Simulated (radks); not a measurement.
Results of a calculation; reference values are marked as such.
Tb+, configuration [Xe] 4f10 (not the ground configuration). Code: a radial shooting solver on a logarithmic mesh with Libxc functionals. Model: scalar-relativistic Kohn-Sham, PBE, spin-polarised, spherical densities, finite nucleus; open shells are filled with parallel spins first (spin-orbit coupling, left out, can overturn this in heavy ions); Fermi nuclear charge, rms radius 5.06 fm.

Unscreened Slater integrals over Kohn-Sham orbitals (cm^-1). They are taken over the spin-up orbitals.

integral,value
"F0(4f,4f)",221330
"F2(4f,4f)",100130
"F4(4f,4f)",61957
"F6(4f,4f)",44343
"F0(4f,5p)",145930
"F2(4f,5p)",51048
"G2(4f,5p)",29678
"G4(4f,5p)",22005
"F0(4f,5s)",166290
"G3(4f,5s)",33700
"F0(5p,5p)",124040
"F2(5p,5p)",66281
"F0(5p,5s)",134130
"G1(5p,5s)",88617
"F0(5s,5s)",147730

Derived for the open shells (J is the average intra-shell exchange parameter used in DFT+U). 4f: F4/F2 = 0.619, F6/F2 = 0.443, J = (286 F2 + 195 F4 + 250 F6)/6435 = 8051 cm^-1.
